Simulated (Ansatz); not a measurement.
Calculation: B3LYP-D3(BJ)/def2-TZVP (Ansatz, an electronic-structure program). No frequencies were computed at this level.

Ansatz 0.2 input:
```yaml
crystal:
  periodic: [false, false, false]
  atoms:
    - { symbol: Al, position_ang: [0.00006, 0.00003, -0.000344] }
    - { symbol: H, position_ang: [1.54793, -0.127949, 0.000086] }
    - { symbol: H, position_ang: [-0.88468, -1.276515, -0.0001] }
    - { symbol: H, position_ang: [-0.663311, 1.404434, 0.000358] }
basis:
  gaussian: { orbitals: def2-tzvp }
hamiltonian:
  xc: b3lyp
  dispersion: d3bj
relax:
  max_steps: 150
```

Output:

```
Functional definition: B3LYP
391 factors; their error is unknown
mean field evaluation 1: about -6645.2835 eV, gradient 1.3e1 eV
mean field evaluation 2: about -6645.8311 eV, gradient 3.7e0 eV
mean field evaluation 4: about -6645.8808 eV, gradient 5.0e-2 eV
mean field evaluation 8: about -6645.8895 eV, gradient 8.6e-4 eV
mean field -6645.88952039 eV, -244.2319351287 hartree, gradient 3.0e-5 eV, S^2 0.000000; 0 other end points of the search recorded, 0 dependent functions left out
reference -6645.88975182 eV, -244.2319436337 hartree; 8, 8 occupied and 47, 47 virtual orbitals, 391 factors
relax step   1: F+E_penalty+E_count = -6645.94369856 eV  Δ(F+E_penalty+E_count) = +0.000e0 eV  max|allowed force component| = 3.922e-1 eV/Å  Δτ_max = 0.0000 Å  (18 SCF iters, accepted)
these checks for a lower state are left out or cut short: starts, cluster_reference, orbital_swaps, neighbouring_geometries, increment
391 factors; their error is unknown
mean field -6645.90467474 eV, -244.2324920407 hartree, gradient 1.1e-5 eV, S^2 0.000000; 0 other end points of the search recorded, 0 dependent functions left out
reference -6645.90490655 eV, -244.2325005595 hartree; 8, 8 occupied and 47, 47 virtual orbitals, 391 factors
relax step   2: F+E_penalty+E_count = -6645.95868074 eV  Δ(F+E_penalty+E_count) = -1.498e-2 eV  max|allowed force component| = 7.669e-2 eV/Å  Δτ_max = 0.0215 Å  (20 SCF iters, accepted)
these checks for a lower state are left out or cut short: starts, cluster_reference, orbital_swaps, neighbouring_geometries, increment
391 factors; their error is unknown
mean field evaluation 16: about -6645.8965 eV, gradient 2.2e-1 eV
mean field -6645.90534806 eV, -244.2325167846 hartree, gradient 1.1e-5 eV, S^2 0.000000; 0 other end points of the search recorded, 0 dependent functions left out
reference -6645.90557996 eV, -244.2325253068 hartree; 8, 8 occupied and 47, 47 virtual orbitals, 391 factors
relax step   3: F+E_penalty+E_count = -6645.95931247 eV  Δ(F+E_penalty+E_count) = -6.317e-4 eV  max|allowed force component| = 1.355e-3 eV/Å  Δτ_max = 0.0055 Å  (21 SCF iters, accepted)
391 factors; their error is unknown
mean field evaluation 32: about -6645.9053 eV, gradient 3.7e-5 eV
mean field -6645.90534806 eV, -244.2325167846 hartree, gradient 1.3e-5 eV, S^2 0.000000; 1 other end points of the search recorded, 0 dependent functions left out
reference -6645.90557996 eV, -244.2325253068 hartree; 8, 8 occupied and 47, 47 virtual orbitals, 391 factors
Total energy: -6645.95954437 eV, -244.2345084626 hartree
Atom 0 at     0.000004     0.000004    -0.000201 Å, force    -0.000019    -0.000010     0.001355 eV/Å
Atom 1 at     1.574732    -0.130098     0.000038 Å, force     0.000418    -0.000007    -0.000452 eV/Å
Atom 2 at    -0.900023    -1.298702    -0.000151 Å, force    -0.000253    -0.000385    -0.000452 eV/Å
Atom 3 at    -0.674714     1.428796     0.000315 Å, force    -0.000147     0.000403    -0.000452 eV/Å
Dipole moment:     0.000005     0.000005    -0.000258 e Å
```

Cost: about 3.0 core-seconds (a rough figure).
